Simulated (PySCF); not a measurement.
Si(H)2(OMe)(SMe) (C₂H₈OSSi), SMILES CO[SiH2]SC.

The structure is a stationary point at PBE-D3(BJ)/def2-SVP. The values are those of a single conformer.

Two levels are set side by side: PBE/def2-TZVP (PySCF) and B3LYP/def2-TZVP (PySCF). Same geometry, gas phase. Differences are taken from unrounded values.

```json
[
 {"quantity": "orbital gap (eV)", "B3LYP": "6.89", "PBE": "5.23", "PBE minus B3LYP": "-1.66"},
 {"quantity": "highest occupied level (eV)", "B3LYP": "-6.84", "PBE": "-5.88", "PBE minus B3LYP": "0.97"},
 {"quantity": "lowest empty level (eV)", "B3LYP": "0.04", "PBE": "-0.65", "PBE minus B3LYP": "-0.69"},
 {"quantity": "dipole moment (D)", "B3LYP": "2.27", "PBE": "2.22", "PBE minus B3LYP": "-0.05"},
 {"quantity": "mean polarisability (bohr³)", "B3LYP": "74.0", "PBE": "76.4", "PBE minus B3LYP": "2.4"}
]
```

PBE's occupied levels lie high since its potential decays too fast outside the molecule; exact exchange lowers them and widens the gap. PBE's more diffuse valence density responds more strongly to a field. Differences between two approximate levels are no errors against the true value.

Rough cost on one machine, each run with all the roots and properties that it gave: B3LYP against PBE within a factor of 2.
